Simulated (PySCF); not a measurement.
Problem. Give a PBE0-D3(BJ)/def2-SVP geometry of `FC(F)[C@@H]1CO[C@H]1C(F)(F)F`.

Solution. 
```xyz
16
C5H5F5O angstrom
F     -1.6684   -2.0018   -0.0280
C     -1.7943   -0.6585    0.0127
F     -2.7528   -0.3509    0.9127
C     -0.4937   -0.0327    0.4336
C     -0.4011    1.4805    0.2058
O      0.5147    1.2993   -0.8792
C      0.6104   -0.0896   -0.6263
C      1.9802   -0.4685   -0.0980
F      2.0010   -1.7615    0.2333
F      2.9226   -0.2543   -1.0104
F      2.2926    0.2386    0.9913
H     -2.1288   -0.3116   -0.9827
H     -0.2307   -0.4036    1.4343
H     -1.3319    1.9806   -0.1102
H      0.0470    2.0435    1.0397
H      0.4148   -0.7134   -1.5168
```

Any rigid rotation of these coordinates is as good. Atoms count from 1 in this order. The 5 C–F bonds span 1.329 Å (C8–F10, drawn single) to 1.350 Å (C2–F3, drawn single), a spread of 0.021 Å. O6 (cyclic ether oxygen) is bent (angle 91.8°). Of the pairs four or more bonds apart, C5···F11 is among the closest relative to their van der Waals radii: 3.07 Å, 97 % of the sum of Bondi's values. The 4-membered ring C4–C5–O6–C7 has internal angles of 83.7° to 92.2° (sum 359°, against 360° for a flat polygon); it is slightly puckered (a soft mode that the optimisation may not have finished), 0.04 Å rms from its mean plane, widest ring torsion 7°.

Bonds between heavy atoms (Å): F1–C2 1.350, C2–F3 1.350, C2–C4 1.503, C4–C5 1.533, C5–O6 1.431, O6–C7 1.415, C7–C8 1.516, C8–F9 1.335, C8–F10 1.329, C8–F11 1.336, C4–C7 1.532.

Theory: PBE0-D3(BJ)/def2-SVP geometry optimisation, gas phase in PySCF 2.14.0.

Point group: C1 (no symmetry element, even within 0.4 Å). No frequency check. The numbers are those of one conformer (F1–C2–C4–C5 166°).
